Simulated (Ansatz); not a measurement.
`C[NH][GeH2][F]` + H₂S → `[F][GeH2][SH]` + CH₃NH₂ at 500 K and 1 bar (ligand exchange at a Ge–N bond).

Calculated with Ansatz (gas phase, PBE0-D4/def2-TZVP geometries, no zero-point term in ΔE). CBS: MP2 limit from def2 TZ/QZ plus the TZ coupled-cluster correction, frozen cores. This one scheme is used for every species. For Ge outer-core shells are correlated without core-valence functions, which leaves a few kJ/mol of doubt a bond. Scalar relativity is left out up to krypton. Each species was taken in one conformer, which may not be the lowest.

```json
{"species": "`C[NH][GeH2][F]`", "CCSD(T)/CBS energy (Eh)": "-2272.30685", "H − E (kJ/mol)": "232.7", "S (J/(mol·K))": "389.3"}
{"species": "H₂S", "CCSD(T)/CBS energy (Eh)": "-398.97279", "H − E (kJ/mol)": "57.0", "S (J/(mol·K))": "224.0"}
{"species": "`[F][GeH2][SH]`", "CCSD(T)/CBS energy (Eh)": "-2575.53651", "H − E (kJ/mol)": "105.6", "S (J/(mol·K))": "350.6"}
{"species": "CH₃NH₂", "CCSD(T)/CBS energy (Eh)": "-95.75281", "H − E (kJ/mol)": "191.8", "S (J/(mol·K))": "270.3"}
```

H − E and S are ideal-gas, rigid-rotor, harmonic terms from PBE0-D4/def2-TZVP, for one conformer and one mirror image of each species. 1 Eh = 2625.50 kJ/mol, R = 8.31446 J/(mol·K).

Task: By hand: ΔE, ΔH, ΔS and ΔG.

Result: ΔE = (-2575.53651) + (-95.75281) − (-2272.30685) − (-398.97279) = -0.00968 Eh = -25.4 kJ/mol. Δ(H − E) = 105.6 + 191.8 − 232.7 − 57.0 = 7.7, so ΔH = -17.7 kJ/mol. ΔS = 350.6 + 270.3 − 389.3 − 224.0 = 7.6 J/(mol·K). ΔG = -17.7 − 500 × (7.6)/1000 = -21.5 kJ/mol.

Task: By hand: the equilibrium constant, and the temperature at which ΔG would vanish if ΔH and ΔS stayed fixed.

Result: log₁₀ K = −ΔG/(RT ln 10) = 2.2. ΔH and −TΔS have one sign here, so there is no such temperature.

The number of gas molecules stays the same, so ΔS is small and ΔH decides. A doubt of 5 kJ/mol in ΔE shifts log₁₀ K by 0.5 here. Other conformers and mirror images would add mixing entropy, several J/(mol·K) or more a flexible species. These are equilibria of isolated gas molecules and say nothing of rates. Largest T1 diagnostic: 0.012 (customary marks: 0.02 for closed shells, 0.045 for open ones).

ΔS is within the doubt of such terms, so its sign, and with it that verdict, could turn.
